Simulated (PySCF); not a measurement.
Ligands exchanged one at a time, Si NH2-SH. Isolated molecules, 0 K electronic values unless said otherwise. One relaxed conformer stands for each flexible species; it need not be the lowest. Strings in code marks are SMILES.

Level of theory: PBE-D3(BJ)/def2-TZVP // B3LYP-D3(BJ)/def2-TZVP run with PySCF. Excitations are Tamm–Dancoff values on a coarser integration grid. The basis has no diffuse functions, so Rydberg states are missing or too high.

```csv
species,S1 excitation (TDA) (eV),LUMO (eV)
1 of 4 NH2 replaced by SH (`N[Si](N)(N)S`),5.44,-0.19
2 of 4 NH2 replaced by SH (`N[Si](N)(S)S`),5.50,-0.49
3 of 4 NH2 replaced by SH (`N[Si](S)(S)S`),5.26,-0.95
4 of 4 NH2 replaced by SH (`S[Si](S)(S)S`),4.30,-1.80
```
